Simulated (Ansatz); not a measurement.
Isolated molecules relaxed with PBE0-D4/def2-TZVP in Ansatz; ΔE leaves out vibrations. CBS: MP2 limit from def2 TZ/QZ plus the TZ coupled-cluster correction, frozen cores. This one scheme is used for every species. Functionals use def2-TZVPP. Triplets are unrestricted, without spin–orbit coupling.

`C[SiH](C)C#N` → `C[SiH2]C#N` + `[CH2]` (triplet)  (formal loss of a carbene)

```json
{"level": "B97M-V", "ΔE (kJ/mol)": "487.5"}
{"level": "r2SCANh-D4", "ΔE (kJ/mol)": "463.0"}
```

Question: What does CCSD(T)/CBS give? (Best estimate.)

Answer: Ansatz gave: +484.8 kJ/mol. The listed levels differ from it by 2.7, -21.8 kJ/mol.

Largest T1 diagnostic among the species: 0.012.

From r2SCAN to r2SCAN0 (25 % exact exchange), in def2-TZVPP and without D4, ΔE moves by −4.3 kJ/mol. Leaving LDA and LC-ωPBE aside and taking each functional with its dispersion term where it has one, the values, not all of them listed here, spread over 33.2 kJ/mol, from r2SCAN0-D4 to ωB97X-V. LDA lies +72.1 kJ/mol from PBE without D4. At CCSD(T), def2-SVP lies −30.1 kJ/mol from the extrapolated value and def2-TZVPP −12.7 kJ/mol.
